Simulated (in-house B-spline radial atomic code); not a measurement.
Results of a calculation; reference values are marked as such.
## the germanium ion Ge⁴⁺ at several levels of theory

Ground configuration [Ar] 3d10. All numbers come from an all-electron radial atomic-structure program (B-spline basis), all electrons, at the radial basis limit. Mean-field, RPA, GW and linear-response runs are scalar-relativistic (one-electron X2C), no spin-orbit coupling, without Breit or QED terms, open shells spin-polarised at highest spin; the many-body runs on Dirac-Hartree-Fock orbitals are four-component, and their energies hold both.

**Ionisation energy.** The reference is 90.5 ± 0.019 eV (NIST, measured). It runs between the lowest fine-structure levels, while the runs without spin-orbit coupling give shell averages, so part of their difference is this splitting, and a close match can be a cancellation.

```tsv
method	value (eV)	minus reference (eV)
minus the highest LDA VWN5 level	78.39	-12.11
minus the highest PBE level	78.03	-12.47
G0W0 on PBE	90.82	+0.32
minus the highest r2SCAN level	78.61	-11.89
minus the highest PBE0 level	81.92	-8.58
G0W0 on PBE0	90.89	+0.39
minus the highest B3LYP (VWN-RPA) level	81.29	-9.21
minus the highest CAM-B3LYP level	83.32	-7.18
minus the highest LC-wPBE level	83.71	-6.79
minus the highest Hartree-Fock level	92.40	+1.90
G0W0 on Hartree-Fock	90.98	+0.48
Dirac-Fock + self-energy with TDHF screening (3d5/2)	90.39	-0.11
```

(1) Which methods come closest, and which lies farthest off?

**Static dipole polarisability and C6** of two like species, by linear response (no reference value is at hand):

```json
{"method": "LDA VWN5", "α (bohr³)": "0.8722", "C6 (hartree·bohr⁶)": "1.673"}
{"method": "PBE", "α (bohr³)": "0.8738", "C6 (hartree·bohr⁶)": "1.675"}
{"method": "PBE0", "α (bohr³)": "0.8378", "C6 (hartree·bohr⁶)": "1.598"}
{"method": "B3LYP (VWN-RPA)", "α (bohr³)": "0.851", "C6 (hartree·bohr⁶)": "1.625"}
{"method": "CAM-B3LYP", "α (bohr³)": "0.8528", "C6 (hartree·bohr⁶)": "1.629"}
{"method": "LC-wPBE", "α (bohr³)": "0.8667", "C6 (hartree·bohr⁶)": "1.662"}
{"method": "TDHF", "α (bohr³)": "0.7626", "C6 (hartree·bohr⁶)": "1.438"}
{"method": "relativistic RPA (four-component TDHF)", "α (bohr³)": "0.7628", "C6 (hartree·bohr⁶)": "1.439"}
```

(2) What mean excitation energy do α and C6 imply in London's formula C6 = (3/4) α² ω?

Run times on one thread of shared hosts: mean field, RPA, SOSEX and G0W0 on PBE, 2.7 s (Arm Neoverse N1); TDDFT with PBE, 1.6 s (Intel Xeon Platinum 8259CL CPU @ 2.50GHz (Skylake/Cascade Lake)); removal energies by the self-energy, 26 s (Arm Neoverse V1).

Answers

(1) Closest: Dirac-Fock + self-energy with TDHF screening (3d5/2) (-0.11 eV) and G0W0 on PBE (+0.32 eV). Farthest: minus the highest PBE level (-12.47 eV). The TDHF-screened form was chosen among four for its agreement on 13 closed-shell atoms.

(2) LDA VWN5: ω = 2.932 hartree; relativistic RPA (four-component TDHF): ω = 3.297 hartree. A method that puts the excitations lower gives a larger α and a smaller ω.
